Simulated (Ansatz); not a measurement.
Ansatz (a quantum-chemistry and plane-wave program) input (CCSD(T)/def2-QZVPPD):
A basis named .json is the Basis Set Exchange file of that set.

Ansatz 0.2 input:
```yaml
crystal:
  periodic: [false, false, false]
  atoms:
    - {symbol: Re, position_ang: [-0.00000000, -0.00000000, -0.12550228]}
    - {symbol: C, position_ang: [0.00000000, 0.00000000, 1.56877855]}
basis:
  gaussian:
    orbitals: def2-QZVPPD.json
total_charge: 1
magnetization: {spin_polarized: true, initial_magnetization: 2}
correlation: {method: ccsd_t, electrons: outside_noble_gas}
```

End of the output:

```
determinant -3127.58426872 eV, -114.9366019228 hartree, with singles and doubles -3136.29640304 eV, -115.2567669537 hartree
determinant -3127.55489077 eV, -114.9355223030 hartree, with singles and doubles -3136.91446608 eV, -115.2794803513 hartree
determinant -3127.51720284 eV, -114.9341372969 hartree, with singles and doubles -3136.75195622 eV, -115.2735082241 hartree
determinant -3127.46032145 eV, -114.9320469446 hartree, with singles and doubles -3136.85106670 eV, -115.2771504671 hartree
determinant -3127.32282842 eV, -114.9269941690 hartree, with singles and doubles -3135.93902845 eV, -115.2436336798 hartree
determinant -3126.99402820 eV, -114.9149109836 hartree, with singles and doubles -3136.17767360 eV, -115.2524037272 hartree
determinant -3126.99257915 eV, -114.9148577322 hartree, with singles and doubles -3135.63697819 eV, -115.2325335373 hartree
5 core orbitals not correlated
reference -3130.34662008 eV, -115.0381164628 hartree; 6, 4 occupied and 143, 145 virtual orbitals, 976 factors
second order -6.89709467 eV of doubles, -0.00000000 eV of singles
coupled cluster: 1.56 GiB planned
cycle   1  -7.83055389 eV  change   -6.2e-1 eV  update   3.6e-2
cycle   2  -7.88321952 eV  change   -5.3e-2 eV  update   1.8e-2
cycle   3  -7.92347113 eV  change   -4.0e-2 eV  update   1.4e-2
cycle   4  -7.98481593 eV  change   -6.1e-2 eV  update   1.0e-2
cycle   5  -8.02734176 eV  change   -4.3e-2 eV  update   6.3e-3
cycle   6  -8.03553439 eV  change   -8.2e-3 eV  update   3.2e-3
cycle   7  -8.03377609 eV  change    1.8e-3 eV  update   1.8e-3
cycle   8  -8.03312757 eV  change    6.5e-4 eV  update   1.1e-3
cycle   9  -8.03082906 eV  change    2.3e-3 eV  update   5.6e-4
cycle  10  -8.03009737 eV  change    7.3e-4 eV  update   3.0e-4
cycle  11  -8.03006867 eV  change    2.9e-5 eV  update   1.7e-4
cycle  12  -8.03019361 eV  change   -1.2e-4 eV  update   9.6e-5
cycle  13  -8.03036427 eV  change   -1.7e-4 eV  update   5.4e-5
cycle  14  -8.03045729 eV  change   -9.3e-5 eV  update   2.6e-5
cycle  15  -8.03048570 eV  change   -2.8e-5 eV  update   1.3e-5
cycle  16  -8.03048663 eV  change   -9.4e-7 eV  update   7.1e-6
coupled cluster: 1.56 GiB planned
perturbative correction -0.59684428 eV, -0.0219336227 hartree
Total energy: -3138.97395099 eV, -115.3551650259 hartree
```

This state (charge 1, triplet) is run at the relaxed geometry of the species with charge 0 and multiplicity 4.

The determinant is spin-contaminated: <S^2> is 3.86 against 2.00 for a pure state.
